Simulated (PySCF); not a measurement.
**K⁺: ionisation energy**

K⁺ [Ar] (1S) → K²⁺ [Ne] 3s2 3p5 (2P), as a difference of total energies. All numbers are calculated (PySCF 2.14, the non-relativistic Hamiltonian (point nucleus), in 6-31G*). Correlated levels: valence: [Ne] 3s2 frozen. The calculations carry no spin-orbit coupling.

| method | ionisation energy (eV) |
| --- | --- |
| UHF | 31.499 |
| LDA | 32.957 |
| MN15 | 33.162 |
| MP2 (valence) | 32.470 |
| CCSD(T) (valence) | 32.465 |

Q: Estimate what SCS-MP2 (valence) gives.

A: 32.405 eV, closest to CCSD(T) (valence) among the rows shown.

Q: Estimate what CCSD (valence) gives.

A: 32.464 eV, closest to CCSD(T) (valence) among the rows shown.

These non-relativistic numbers lack the scalar-relativistic shift.

The reference lies between the lowest fine-structure levels, while these numbers refer to the centres of the terms.

Errors of the correlated levels include the incompleteness of this basis and the frozen core.

For comparison: 31.625 eV (measured; NIST Atomic Spectra Database, ionization energies).
